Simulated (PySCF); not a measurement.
CH₄BNSi, SMILES B[SiH2]C#N, singlet, PBE/def2-SVP optimised geometry.

```
8

B      1.03    -1.21     0.00
Si    -0.99    -1.21     0.00
C     -1.36     0.62     0.00
N     -1.53     1.79     0.00
H      1.66    -1.32     1.03
H      1.63    -1.05    -1.04
H     -1.66    -1.79     1.22
H     -1.63    -1.78    -1.24
```

Density from PBE/def2-TZVP (PySCF) at that geometry.

Minimum of the electron density along straight lines between bonded atoms, close to the bond critical point (lines longer than 1.1 times the sum of covalent radii, or with two minima, are not listed):

| bond | length / Å | ρ at the minimum / e bohr⁻³ | ∇²ρ there / e bohr⁻⁵ | position (fraction from the first atom) |
|---|---|---|---|---|
| B1–Si2 | 2.026 | 0.110 | [?] | 0.61 |
| Si2–C3 | 1.872 | 0.106 | [?] | 0.39 |
| C3–N4 | 1.175 | 0.474 | [?] | 0.35 |
| B1–H5 | 1.214 | 0.182 | -0.47 | 0.45 |
| B1–H6 | 1.215 | 0.182 | -0.47 | 0.45 |
| Si2–H7 | 1.502 | 0.118 | 0.11 | 0.49 |
| Si2–H8 | 1.504 | 0.118 | 0.11 | 0.49 |

Question: Complete the blanks.

Answer: 
- B1–Si2, ∇²ρ there / e bohr⁻⁵: -0.08
- Si2–C3, ∇²ρ there / e bohr⁻⁵: 0.27
- C3–N4, ∇²ρ there / e bohr⁻⁵: -0.36
